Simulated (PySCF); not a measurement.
AlF₃ + BF → AlF + BF₃

Level: PBE in the def2-TZVP basis family, all electrons, no relativity, computed in PySCF with density fitting; open shells unrestricted.

```json
{"species": "AlF₃", "state and structure": "singlet, D3h, Al–F 1.647 Å (×3)", "E (Eh)": "-541.91268", "ZPE (kJ/mol)": "19.4", "H(298 K) − H(0) (kJ/mol)": "14.4", "S° (J/(mol K))": "279.4"}
{"species": "BF", "state and structure": "singlet, C∞v, B–F 1.276 Å", "E (Eh)": "-124.57689", "ZPE (kJ/mol)": "8.1", "H(298 K) − H(0) (kJ/mol)": "8.7", "S° (J/(mol K))": "200.7"}
{"species": "AlF", "state and structure": "singlet, C∞v, Al–F 1.685 Å", "E (Eh)": "-342.15575", "ZPE (kJ/mol)": "4.5", "H(298 K) − H(0) (kJ/mol)": "8.9", "S° (J/(mol K))": "215.6"}
{"species": "BF₃", "state and structure": "singlet, D3h, B–F 1.325 Å (×3)", "E (Eh)": "-324.38546", "ZPE (kJ/mol)": "31.4", "H(298 K) − H(0) (kJ/mol)": "11.8", "S° (J/(mol K))": "255.6"}
```

(1) What is the electronic reaction energy?

(2) Add zero-point, thermal and entropy terms for 298.15 K and 1 bar.

Results:

(1) At PBE/def2-TZVP, ΔE = -135.6 kJ/mol from the differences of the total energies times 2625.5, downhill. Both ends count: the low oxidation state of boron is very reactive, and aluminium holds its high one more weakly.

(2) ΔZPE = 8.4 and Δ[H(298) − H(0)] = -2.4 kJ/mol give ΔH° = -129.6 kJ/mol. ΔS° = -8.9 J/(mol K), so ΔG° = -129.6 − 298.15 × (-0.0089) = -127 kJ/mol and log₁₀K = 22.2.

The structures come from searches over a few start shapes, so lower isomers are not excluded.
